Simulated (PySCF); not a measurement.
## Potential energy of CsRb along the bond

Set-up: Cs x2c-TZVPall, Rb x2c-TZVPall; spin-free X2C with a Gaussian nucleus (PySCF 2.14). Energies in eV from Cs + Rb in their ground configurations at the same level. State: ¹Σ⁺ (singlet), closed shell.

All columns are PBE0. A positive dipole means Cs(−)Rb(+).

| R (Å) | E (eV) | μ (D) | Mulliken charge on Cs (basis-dependent) | HOMO (eV) | LUMO (eV) | Mayer bond order | ⟨S²⟩ |
| --- | --- | --- | --- | --- | --- | --- | --- |
| 3.886 | -0.328 | -1.33 | -0.08 | -2.79 | -1.09 | 1.02 | 0.00 |
| 4.067 | -0.392 | -1.37 | -0.07 | -2.76 | -1.11 | 1.02 | 0.00 |
| 4.248 | -0.430 | -1.41 | -0.06 | -2.73 | -1.13 | 1.02 | 0.00 |
| 4.383 | -0.445 | -1.44 | -0.05 | -2.70 | -1.14 | 1.02 | 0.00 |
| 4.519 | -0.450 | -1.48 | -0.04 | -2.68 | -1.17 | 1.02 | 0.00 |
| 4.655 | -0.446 | -1.51 | -0.03 | -2.66 | -1.19 | 1.02 | 0.00 |
| 4.835 | -0.429 | -1.55 | -0.02 | -2.63 | -1.22 | 1.01 | 0.00 |
| 5.061 | -0.395 | -1.61 | -0.01 | -2.60 | -1.27 | 1.01 | 0.00 |
| 5.332 | -0.340 | -1.68 | 0.00 | -2.57 | -1.32 | 1.01 | 0.00 |
| 5.694 | -0.255 | -1.76 | 0.01 | -2.54 | -1.40 | 1.01 | 0.00 |

A fit through these points gives, at Re = 4.519 Å, μ = -1.48 D and dμ/dR = -0.248 D/Å; the reduced mass is 51.81 u.

Q: How strong is the fundamental in the double-harmonic approximation, I = 42.26·(dμ/dR)²/μred km/mol?

A: I = 42.26·(-0.248)²/51.81 = 0.0502 km/mol at PBE0.

Closed-shell solutions of metal pairs were not tested for spin polarisation, which can lower them a little. Spin–orbit coupling is left out.
